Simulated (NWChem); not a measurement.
Molecule: CdN2H4; SMILES [NH2][Cd][NH2]

```xyz
7

Cd     0.0000     0.0000     0.0219
N     -2.0153    -0.0477    -0.1317
H     -2.4070     0.8764    -0.3637
H     -2.4551    -0.3156     0.7599
N      2.0153     0.0477    -0.1317
H      2.4070    -0.8764    -0.3637
H      2.4551     0.3156     0.7599
```
Atoms are numbered in this order, from 1.

Program: NWChem. Structure relaxed at the PBE-D3(BJ)/def2-SVP level. def2 effective core potentials on Cd; no spin-orbit coupling. Vertical excitations in the gas phase; the lowest state need not have the same character in each row.

**Question.** Order these by “lowest excitation, singlet (eV)”, lowest first: PBE/def2-SVP, TDA; PBE0/def2-SVP, TDA; Hartree-Fock/def2-SVP, CIS; B3LYP/def2-SVP, TDA.

**Answer.** PBE/def2-SVP, TDA (4.35), B3LYP/def2-SVP, TDA (4.67), PBE0/def2-SVP, TDA (4.91), Hartree-Fock/def2-SVP, CIS (5.95)
